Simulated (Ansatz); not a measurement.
A run for Ansatz (an electronic-structure program): U-PBE/cc-pV(T+d)Z on ClFSi (SMILES F[Si]Cl), a point of a bond scan (R = 6.709 Å). Files ending in .json are basis or fitting sets from the Basis Set Exchange.

Ansatz 0.2 input:
```yaml
crystal:
  periodic: [false, false, false]
  atoms:
    - {symbol: Si, position_ang: [0.34761579, 0.26750639, 0.78195685]}
    - {symbol: F, position_ang: [0.95036201, 1.34196481, -0.25474125]}
    - {symbol: Cl, position_ang: [-3.29084965, -3.56691835, -3.34942968]}
basis:
  gaussian:
    orbitals: cc-pV_T+d_Z.json
hamiltonian:
  xc: {name: PBE}
magnetization: {spin_polarized: true, initial_magnetization: 0}
```

Problem. Give the final energy of this run.

Solution. -849.1093 hartree. Its determinant has ⟨S²⟩ = 0.67, a mixture of spin states.

Problem. How many basis functions does it have, and what does it roughly cost on one machine?

Solution. 108 functions; around 30 core-seconds (rough).
